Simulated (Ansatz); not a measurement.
Program: Ansatz. Geometries: PBE0-D4/def2-TZVP. ΔE: electronic, gas phase. CCSD(T)/CBS adds triple-zeta CCSD(T) − MP2 to the extrapolated MP2 energy (def2 sets, frozen cores). This one scheme is used for every species. For Ga outer-core shells are correlated without core-valence functions, which leaves a few kJ/mol of doubt a bond. Scalar relativity is left out up to krypton. One conformer a species, not always the lowest.

Reaction (formal exchange of groups at a Ga–O bond): `[BH2][GaH][OH]` + CH₄ → `[BH2][GaH][CH3]` + H₂O

```
          species  CCSD(T)/CBS(def2) energy (Eh)
 `[BH2][GaH][OH]`                    -2026.29567
              CH₄                      -40.46206
`[BH2][GaH][CH3]`                    -1990.34786
              H₂O                      -76.37941
```

(1) Work out ΔE.

Largest T1 diagnostic among the species: 0.015.

Answers

(1) ΔE = (-1990.34786) + (-76.37941) − (-2026.29567) − (-40.46206) = 0.03046 Eh = +0.83 eV.

From r2SCAN to r2SCAN0 (25 % exact exchange), in def2-TZVPP and without D4, ΔE moves by −0.04 eV. Leaving LDA and LC-ωPBE aside and taking each functional with its dispersion term where it has one, the values, not all of them listed here, spread over 0.14 eV, from HSE06-D4 to B97M-V. LDA lies −0.05 eV from PBE without D4.
